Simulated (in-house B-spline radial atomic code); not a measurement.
How numerical settings move a run on S⁸⁺, [He] 2s2 2p4. Computed with a B-spline radial code for spherical atoms: non-relativistic BHandHLYP, spherical fractional occupations, point nucleus.

Command:
```bash
python run_scf.py task.json out
```
Settings of the sound reference run:
```
Z                16
electrons        8
configuration    [He] 2s2 2p4
hamiltonian      nr
method           bhandhlyp
spin_polarised   False
knot_spacing     0.22
spline_order     8
gauss_points     12
box_radius       6.9
max_iterations   70
damping          0.5
damped_steps     3
diis_vectors     10
tolerance        1e-08
start            Thomas-Fermi
```

Time taken, with all properties: 0.23 s on 1 thread of Arm Neoverse N1 (shared host).

It converges in 7 iterations to -364.682249 hartree, with 2p at -364.475 eV. The other runs change the listed settings, some to values that make no sense; their results aren't properties of the atom or ion. Radii are in bohr (the nuclear one in fm), a minus after a letter asks for a j subshell, and «unchanged» means within 1e-8 hartree. The run stops when the residual is below 10 × tolerance × max(1, Z/10), or a noise floor if that is larger, and the energy moves by less than 1e-8 × √|E| hartree; so very loose and very tight tolerances often act alike.

| changed settings | outcome |
| --- | --- |
| box_radius = 3.45 | converged in 7 iterations, energy unchanged, 2p level -8.7e-07 eV |
| diis_vectors = 2 | converged in 8 iterations, energy unchanged, 2p level +1.3e-06 eV |
| max_iterations = 100, diis_vectors = 20, tolerance = 0.001 | converged in 7 iterations, energy unchanged |
| box_radius = 1.38 | converged in 8 iterations, energy +9.67e-02 hartree from the reference, 2p level +1.4e+00 eV (the program warns: 2p reaches the box edge; 2s reaches the box edge) |
| spline_order = 7, max_iterations = 60, diis_vectors = 20 | converged in 7 iterations, energy +1.54e-07 hartree from the reference, 2p level -4.8e-06 eV |
| gauss_points = 3, max_iterations = 60, start = bare nucleus | converged in 8 iterations, energy -1.04e+05 hartree from the reference, 2p level +4.5e+01 eV |
| box_radius = 0.69 | converged in 7 iterations, energy +1.70e+01 hartree from the reference, 2p level +1.1e+02 eV (the program warns: 2p reaches the box edge; 1s reaches the box edge) |
| diis_vectors = 1 | converged in 11 iterations, energy unchanged, 2p level -3.9e-06 eV |
| diis_vectors = 0 | converged in 19 iterations, energy unchanged, 2p level +3.4e-06 eV |
| box_radius = 13.8 | converged in 7 iterations, energy unchanged, 2p level -4.2e-07 eV |
| box_radius = 27.6 | converged in 7 iterations, energy unchanged, 2p level -4.8e-07 eV |
| box_radius = 2.07 | converged in 7 iterations, energy +2.68e-04 hartree from the reference, 2p level +7.2e-03 eV (the program warns: 2p reaches the box edge; 2s reaches the box edge) |
| hamiltonian = dirac, method = hf, nucleus = fermi, rms_radius = 3.2611, mass_number = 32, atomic_mass = 31.97207, speed_of_light = 8.002902 | stopped with error: Z/c is past the critical charge |
| box_radius = 0.28 | converged in 6 iterations, energy +4.84e+02 hartree from the reference, 2p level +2.0e+03 eV (the program warns: 2p has a positive eigenvalue: unbound, held by the box; 2s has a positive eigenvalue: unbound, held by the box) |

**Question.** What happens with box_radius = 1.03?

**Answer.** Converged in 8 iterations, energy +1.44e+00 hartree from the reference, 2p level +1.4e+01 eV (the program warns: 2p reaches the box edge; 2s reaches the box edge).

**Question.** What happens with box_radius = 0.41?

**Answer.** Converged in 7 iterations, energy +1.44e+02 hartree from the reference, 2p level +6.8e+02 eV (the program warns: 2p has a positive eigenvalue: unbound, held by the box; 2s has a positive eigenvalue: unbound, held by the box).

**Question.** What happens with electrons = 9, configuration = [He] 2s2 2p4 3p-1, max_iterations = 60?

**Answer.** Stopped with error: j subshells need the Dirac Hamiltonian and l > 0.

**Question.** What happens with electrons = 9, configuration = [He] 2s2 2p4 2f1, max_iterations = 75?

**Answer.** Stopped with error: there is no 2f shell.
